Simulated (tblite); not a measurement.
C6H16AlP.
Numbering: `[CH3:1][CH:2]([CH3:3])[P+:4]1([AlH3-:5])[CH2:6][CH2:7][CH2:8]1` (hydrogens: H9, H10, H11 on C1; H12 on C2; H13, H14, H15 on C3; H16, H17, H18 on Al5; H19, H20 on C6; H21, H22 on C7; H23, H24 on C8)

Computed with GFN2-xTB (tblite), gas phase: L-BFGS steps from a force-field or distance-geometry start until the largest atomic force falls under 0.01 eV/Å.

Step 10: E = -669.4127 eV
```
atom  x, y, z in Å  |  force x, y, z in eV/Å
C1      1.8495    0.4562    1.4643   -0.020  -0.021  -0.032
C2      1.3014   -0.4555    0.3684   -0.060  -0.026  -0.007
C3      2.2014   -0.4282   -0.8655   -0.030  -0.001   0.033
P4     -0.3749    0.1938   -0.1316    0.000  -0.028   0.029
Al5    -0.6654    2.4764   -1.0408    0.004   0.084  -0.037
C6     -1.3001   -1.1689   -1.0049    0.022   0.009  -0.003
C7     -2.2492   -1.3817    0.1897    0.035   0.016  -0.023
C8     -1.6228   -0.3482    1.1443    0.029   0.011  -0.010
H9      1.9227    1.4782    1.0942   -0.033   0.011  -0.011
H10     1.2017    0.4530    2.3394   -0.020  -0.007   0.000
H11     2.8427    0.1288    1.7693   -0.018  -0.003  -0.004
H12     1.2172   -1.4802    0.7451   -0.076  -0.054   0.008
H13     2.2722    0.5888   -1.2502   -0.033   0.007  -0.006
H14     1.8081   -1.0678   -1.6544   -0.017   0.001   0.009
H15     3.2041   -0.7706   -0.6116   -0.025  -0.001  -0.003
H16     0.8426    2.9506   -0.9877   -0.078   0.000  -0.013
H17    -1.2812    2.0724   -2.4417    0.042  -0.001   0.086
H18    -1.6653    3.0191    0.0587    0.059  -0.050  -0.046
H19    -0.7101   -2.0437   -1.2716    0.077  -0.004   0.019
H20    -1.7954   -0.7969   -1.9019   -0.005  -0.002  -0.016
H21    -3.2862   -1.1528   -0.0537    0.025   0.018  -0.002
H22    -2.2194   -2.3992    0.5809    0.046   0.029   0.004
H23    -1.2109   -0.7717    2.0582    0.082  -0.008   0.010
H24    -2.2945    0.4679    1.4106   -0.007   0.018   0.016
```

Step 11: E = -669.4148 eV
```
atom  x, y, z in Å  |  force x, y, z in eV/Å
C1      1.8474    0.4546    1.4634   -0.023  -0.008  -0.011
C2      1.3006   -0.4566    0.3689   -0.112  -0.048  -0.007
C3      2.1990   -0.4290   -0.8644   -0.025  -0.001   0.007
P4     -0.3742    0.1933   -0.1309   -0.024   0.031  -0.011
Al5    -0.6643    2.4786   -1.0416   -0.002   0.060  -0.022
C6     -1.2991   -1.1691   -1.0058    0.067   0.023  -0.023
C7     -2.2457   -1.3801    0.1896    0.017   0.003  -0.019
C8     -1.6219   -0.3475    1.1450    0.057   0.033   0.013
H9      1.9192    1.4755    1.0917   -0.028   0.034  -0.012
H10     1.2011    0.4524    2.3393   -0.033  -0.007   0.004
H11     2.8398    0.1290    1.7688    0.020  -0.014   0.004
H12     1.2103   -1.4809    0.7441   -0.052  -0.071   0.019
H13     2.2682    0.5882   -1.2478   -0.028   0.019  -0.016
H14     1.8070   -1.0682   -1.6539   -0.027  -0.004   0.003
H15     3.2013   -0.7704   -0.6119    0.008  -0.009   0.006
H16     0.8440    2.9534   -0.9887   -0.084   0.000  -0.014
H17    -1.2810    2.0705   -2.4414    0.046   0.006   0.088
H18    -1.6656    3.0177    0.0600    0.068  -0.049  -0.055
H19    -0.7059   -2.0423   -1.2730    0.064  -0.002   0.034
H20    -1.7942   -0.8003   -1.9049   -0.001   0.006   0.008
H21    -3.2811   -1.1510   -0.0540   -0.023   0.021  -0.009
H22    -2.2155   -2.3963    0.5808    0.040  -0.013   0.018
H23    -1.2076   -0.7696    2.0588    0.078  -0.020   0.002
H24    -2.2936    0.4678    1.4155   -0.001   0.010  -0.006
```

Q: Estimate the geometry and energy of step 12. (The exact step hangs on the optimiser's Hessian estimate; all steps are aligned on step 11, rigid shifts and turns removed.)

A: E = -669.4175 eV, largest force 0.147 eV/Å
```
atom  x, y, z in Å  |  force x, y, z in eV/Å
C1      1.8441    0.4525    1.4621   -0.025   0.004   0.017
C2      1.2976   -0.4591    0.3694   -0.134  -0.061  -0.001
C3      2.1952   -0.4300   -0.8627   -0.018  -0.006  -0.022
P4     -0.3737    0.1934   -0.1303   -0.046   0.107  -0.061
Al5    -0.6628    2.4826   -1.0431   -0.007   0.017   0.002
C6     -1.2965   -1.1690   -1.0074    0.099   0.035  -0.034
C7     -2.2407   -1.3780    0.1891   -0.004  -0.011  -0.005
C8     -1.6198   -0.3461    1.1463    0.074   0.046   0.032
H9      1.9140    1.4727    1.0881   -0.024   0.039  -0.008
H10     1.1996    0.4514    2.3392   -0.043  -0.007   0.004
H11     2.8363    0.1290    1.7680    0.045  -0.021   0.004
H12     1.2001   -1.4831    0.7431   -0.023  -0.076   0.026
H13     2.2622    0.5878   -1.2450   -0.024   0.021  -0.019
H14     1.8050   -1.0688   -1.6531   -0.036  -0.009  -0.005
H15     3.1976   -0.7702   -0.6121    0.033  -0.013   0.017
H16     0.8440    2.9570   -0.9903   -0.073   0.008  -0.015
H17    -1.2797    2.0682   -2.4392    0.042   0.011   0.072
H18    -1.6645    3.0148    0.0606    0.066  -0.037  -0.054
H19    -0.6990   -2.0403   -1.2741    0.044   0.006   0.049
H20    -1.7926   -0.8046   -1.9086    0.010   0.011   0.034
H21    -3.2748   -1.1482   -0.0546   -0.062   0.018  -0.014
H22    -2.2095   -2.3927    0.5809    0.029  -0.052   0.027
H23    -1.2015   -0.7673    2.0596    0.066  -0.026  -0.017
H24    -2.2923    0.4678    1.4217    0.013  -0.007  -0.030
```

The energy changes by -0.0027 eV. The first-order estimate −F·Δx gives -0.0036 eV and the mean of the old and new forces, exact on a quadratic surface, -0.0027 eV. The step makes an angle of 62° with the force vector and moves no atom by more than 0.010 Å.

What follows is the cost of the whole relaxation. The run took 0.5 s on an Arm Neoverse V1 with one thread, shared host.
